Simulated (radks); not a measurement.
Problem. The mean radii <r> (bohr) of the occupied orbitals of an atom or ion are listed with their occupations. Calculated with a radial shooting solver on a logarithmic mesh with Libxc functionals: scalar-relativistic Kohn-Sham, LDA (Slater exchange, Perdew-Wang correlation), spin-polarised, spherical densities, point nucleus.

| orbital | occ. | <r> |
|---|---|---|
| 1s up | 1 | 0.01933 |
| 1s down | 1 | 0.01933 |
| 2s up | 1 | 0.08188 |
| 2s down | 1 | 0.08188 |
| 2p up | 3 | 0.07294 |
| 2p down | 3 | 0.07294 |
| 3s up | 1 | 0.2128 |
| 3s down | 1 | 0.2128 |
| 3p up | 3 | 0.2125 |
| 3p down | 3 | 0.2125 |
| 3d up | 5 | 0.1925 |
| 3d down | 5 | 0.1925 |
| 4s up | 1 | 0.4782 |
| 4s down | 1 | 0.4782 |
| 4p up | 3 | 0.5081 |
| 4p down | 3 | 0.5081 |
| 4d up | 5 | 0.5478 |
| 4d down | 5 | 0.5477 |
| 5s up | 1 | 1.172 |
| 5s down | 1 | 1.169 |
| 5p up | 3 | 1.398 |
| 5p down | 3 | 1.389 |
| 4f up | 7 | 0.7261 |
| 4f down | 7 | 0.7210 |
| 6s up | 1 | 3.299 |
| 5d up | 1 | 2.490 |
| 5f up | 1 | 16.48 |

Name the element and its charge. Open shells, if any, are filled with parallel spins first.

Solution. Z = 71, lutetium, charge 0: Lu in [Xe] 4f14 5d1 6s1 5f1. The 1s radius gives Z: for a bare nucleus <r> = (2 gamma + 1)/(2Z) with gamma = sqrt(1 - (Z/c)^2), 0.01909 bohr for Z = 71, and screening makes it slightly larger (0.01933 here). The occupations add up to 71, and the charge is Z minus that.
